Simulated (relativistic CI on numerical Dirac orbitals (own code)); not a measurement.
**Hyperfine structure of Pb XX, mass number 207**

Method of calculation: Dirac-Coulomb-Breit CI, KLI orbitals optimised for each configuration, a model potential for QED, unscaled Slater integrals (own radial code, finite nucleus).

Configurations in the expansion (outside the closed core [Kr] 4d10): 4f14 5s2 5p, 4f14 5s 5p2, 4f14 5s2 5d, 4f13 5s2 5p2, 4f14 5s 5p 5d, 4f14 5s2 5f, 4f14 5s 5p 5f, 4f14 5s2 5g, 4f14 5s2 6s, 4f14 5p2 5d, 4f13 5s2 5p 5d, 4f14 5s 5d2, 4f14 5p3, 4f13 5p4, 4f14 5p 5d2, 4f14 5d3, 4f13 5p2 5d2, 4f14 5d2 5f. Double excitations out of closed p, d and f shells are left out; levels of such configurations are missing from the list, as are those of other unlisted configurations, and high levels can miss mixing partners. Some configurations lack a partner that the ground configuration has and come out too high, among them 4f13 5s2 5p 5d, 4f14 5s2 5g, 4f14 5s2 6s.

Nuclear spin I = 1/2, μ = 0.5906 μN (tables of Stone and Pyykkö). The electronic factors are computed for point nuclear moments, without core polarisation or the Bohr-Weisskopf and QED corrections.

```csv
Level,E (eV),A (GHz)
4f14 5s2 5p 2P°_1/2,0.000,206.4
4f14 5s2 5p 2P°_3/2,30.169,19.85
4f14 5s 5p2 4P_1/2,45.750,635.1
4f14 5s 5p2 4P_3/2,69.597,155.6
4f14 5s 5p2 2D_5/2,73.869,185.4
4f14 5s 5p2 2D_3/2,79.867,-8.87
4f14 5s 5p2 2P_1/2,81.927,-196.4
4f13 5s2 5p2 4F°_9/2,100.152,-9.699
```

Levels with J = 0, under 50 % of one LS term, or S terms without an open s electron are left out. Small factors come from cancelling terms and can be off by tens of per cent or more.

At this charge transitions that keep the count of f electrons are usually good to a few per cent. Levels that differ in their count of f electrons can be misplaced by several ten thousand cm⁻¹, since the correlation energy of f electrons is missing or only estimated; rates across such gaps can be off by orders of magnitude.

Q: Give the hyperfine levels of 4f14 5s2 5p 2P°_1/2 relative to its centre of gravity.

A: With K = F(F + 1) − I(I + 1) − J(J + 1), E = AK/2: F = 0: -154.8, F = 1: 51.61 GHz.

LS names give the leading component of a level, which can be under half, so a name can repeat, a term be missing and a line seem to break the LS rules.
